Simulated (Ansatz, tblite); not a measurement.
Forces on Ag₂Au₄⁺ at its PBE-D4/def2-SVP geometry. The state is a doublet with charge 1.

In the def2 sets Ag, Au take a core potential; there is no spin–orbit coupling. The xTB rows come from tblite. No other spin state of charge 1 was run. Another isomer (doublet) lies 0.17 eV lower at PBE0-D4/def2-TZVP; other spin states weren't run for this one.

GFN1-xTB (tblite), largest force 0.55 eV/Å:

```xyz
6
positions Å, forces eV/Å
Au    2.182    1.680   -0.952   -0.299   -0.248    0.042
Au   -1.930   -1.638    0.051    0.400    0.304   -0.218
Au    0.170    0.060   -0.437   -0.015   -0.040   -0.163
Au   -1.018   -1.304   -2.440    0.040    0.101    0.387
Ag    1.394    1.459    1.615   -0.077   -0.075   -0.066
Ag   -0.799   -0.258    2.163   -0.049   -0.041    0.019
```

GFN2-xTB (tblite), largest force 0.63 eV/Å:

```
Au 0.374 0.350 0.212
Au -0.282 -0.225 0.067
Au 0.084 0.078 0.044
Au -0.158 -0.192 -0.315
Ag -0.435 -0.391 -0.221
Ag 0.418 0.380 0.214
```

PBE-D4/def2-TZVP (Ansatz), largest force 0.29 eV/Å:

```
Au -0.150 -0.112 0.089
Au 0.190 0.139 -0.131
Au -0.052 -0.044 -0.012
Au 0.022 0.067 0.277
Ag -0.002 -0.022 -0.110
Ag -0.008 -0.029 -0.113
```
